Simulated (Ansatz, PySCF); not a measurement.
Dimer: N2 (SMILES N#N) (first 2 atoms) with CH3Cl (SMILES CCl); geometry from B3LYP-D3(BJ)/def2-TZVP.
(charge 0, multiplicity 1):
```tsv
atom	x (Å)	y (Å)	z (Å)
N	0.2185	-0.3765	-0.1640
N	1.1023	0.0834	-0.6076
C	-0.9522	-0.6640	3.0712
Cl	0.4335	0.4577	3.2801
H	-0.5651	-1.6308	2.7649
H	-1.4720	-0.7422	4.0212
H	-1.6069	-0.2587	2.3064
```

Basis-set superposition error: the interaction energy with monomers in their own basis, and in the dimer's basis (counterpoise).

Run with Ansatz (an electronic-structure program) with Gaussian orbitals; PySCF for 6-31G* rows, M06-2X. Values without a source in brackets are computed.

```
level                    uncorrected (kcal/mol)  counterpoise (kcal/mol)  difference
-----------------------  ----------------------  -----------------------  ----------
HF/6-31G*                                  0.07                     0.35        0.28
BLYP/def2-TZVPPD                           0.49                     0.57        0.08
revPBE/def2-TZVPPD                         0.43                     0.51        0.08
B3LYP/def2-TZVPPD                          0.18                     0.24        0.06
PBE0/def2-TZVPPD                          -0.30                    -0.24        0.06
M06-2X/def2-TZVPPD                        -0.76                    -0.70        0.06
MP2/6-31G*                                -0.89                    -0.35        0.54
MP2/aug-cc-pV(D+d)Z                       -1.51                    -0.89        0.62
MP2/aug-cc-pV(Q+d)Z                       -1.23                    -1.09        0.14
SCS-MP2/aug-cc-pV(Q+d)Z                   -0.92                    -0.77        0.16
```

The error is largest for MP2/aug-cc-pV(D+d)Z (0.62 kcal/mol) and smallest for PBE0/def2-TZVPPD (0.06 kcal/mol).
